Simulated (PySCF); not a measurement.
Compound: ZrMe2Cl2, C₂H₆Cl₂Zr (singlet state).
Bonds: Zr1–C2, Zr1–C6, Zr1–Cl10, Zr1–Cl11. Hydrogens: H3, H4, H5 on C2; H7, H8, H9 on C6.

Method: PySCF 2.14.0, PBE0-D3(BJ)/def2-SVP geometry optimisation, gas phase, def2 core potentials past Kr.

Question: List the bond lengths and angles at this level.

Answer: 
```
                  bond  length (bohr)
        Zr1–C2, Zr1–C6          4.129
    Zr1–Cl10, Zr1–Cl11          4.442
C2–H3 and 5 like bonds          2.088
```

Bonds in one row agree within 0.02 bohr and their mean is given. A selection of angles:
```
        angle  degrees
    C2–Zr1–C6    104.0
  C2–Zr1–Cl10    108.7
  C6–Zr1–Cl10    106.7
Cl10–Zr1–Cl11    120.2
    Zr1–C2–H3    112.7
    Zr1–C2–H4    109.8
     H3–C2–H4    107.8
    Zr1–C6–H7    111.6
```

Zr1 (zirconium bonded to 2 C and 2 Cl) is distorted tetrahedral (angles from 104.0° to 120.2°).

Point group: near C2v, missed by 0.23 Å at most; the miss may be what the optimiser left on a soft mode (C2 holds within 0.08 Å). Not checked by PBE0-D3(BJ)/def2-SVP frequencies.
